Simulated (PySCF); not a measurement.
Unknown compound

The spectra below were simulated for a compound C$_{2}$H$_{10}$O$_{2}$Si$_{2}$.

1H NMR (300 MHz, computed): δ 4.98 (s, 2H), 4.90 (s, 3H), 3.96 (t, 3H), 3.60 (q, 2H).

13C{1H} NMR (computed): δ 96.5, 56.0.

[PySCF 2.14: structure optimised with GFN2-xTB; σ from GIAO-PBE0/pcSseg-1; isolated molecule; no relativistic terms; fast rotation and ring inversion assumed for equivalent nuclei; one computed conformer]

Shifts are taken against calculated references (same method and geometry level): TMS for 1H (σ = 31.72 ppm) and 13C (σ = 186.93 ppm).

Problem. Choose the structure that fits.
A. CO[Si@H](C)O[SiH3]
B. CO[SiH2]O[SiH2]C
C. O[SiH2]OCC[SiH3]
D. [SiH3]COCO[SiH3]
E. CO[SiH2][SiH2]OC

Solution. D. 

- Rings plus π bonds: 0.
- 2 carbon signals for 2 carbons: no two carbons are equivalent.
- Carbon types of the structure: 2 × CH2, leaving 6 H on heteroatoms.
- δC 96.5: sp3 carbon bearing two oxygens; 2 electronegative neighbours deshield it.
- δC 56.0: sp3 CH2 bonded to O and Si; the inductive effect lowers its shielding.
- δH 4.98: hydrogen on an sp3 carbon bearing two oxygens; its carbon carries O, hence the downfield position.
- δH 4.90: hydrogen on a silicon bonded to O.
- δH 3.60: hydrogen on an sp3 CH2 bonded to O and Si; its carbon carries O, hence the downfield position.

The others: CO[SiH2][SiH2]OC would give 1 carbon signal, not 2; O[SiH2]OCC[SiH3] has carbons computed at 64.8, 17.7; CO[Si@H](C)O[SiH3] has carbons computed at 52.4, -0.3, with a different DEPT pattern; CO[SiH2]O[SiH2]C has carbons computed at 50.4, 0.3, with a different DEPT pattern.

Shifts are as computed. Against solution values, carbons near 30 ppm lie about +3 ppm off and those near 130 ppm about +5 ppm. Of 1211 compounds with measured shifts, 218 miss one by over three times the rms of a fit or turn the order of signals round; such compounds aren't used in these exercises. Multiplicities follow the n + 1 count of equivalent neighbours, as no J values were calculated; m marks all less simple cases, F and P coupling included.
